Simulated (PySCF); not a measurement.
Hf(Br)4, SMILES [Hf]([Br])([Br])([Br])[Br] (Br4Hf) (B3LYP/def2-SVP optimised geometry):

```
5

Hf    -0.831    -1.175     0.000
Br    -1.662    -2.350     2.035
Br    -1.661     1.175     0.000
Br     1.661    -1.175     0.000
Br    -1.663    -2.350    -2.035
```

Level of theory: B3LYP/def2-TZVP, def2 effective core potentials past Kr (PySCF).

**Question.** What are the frontier orbital energies and the dipole moment?

**Answer.** HOMO-2 -8.63 eV, HOMO-1 -8.63 eV, HOMO -8.63 eV, LUMO -2.68 eV, LUMO+1 -2.68 eV; dipole moment 0.00 D.

On the same geometry PySCF with PBE/def2-TZVP, def2 effective core potentials past Kr gives HOMO-2 -7.65 eV, HOMO-1 -7.65 eV, HOMO -7.65 eV, LUMO -3.24 eV, LUMO+1 -3.24 eV; dipole moment 0.00 D.
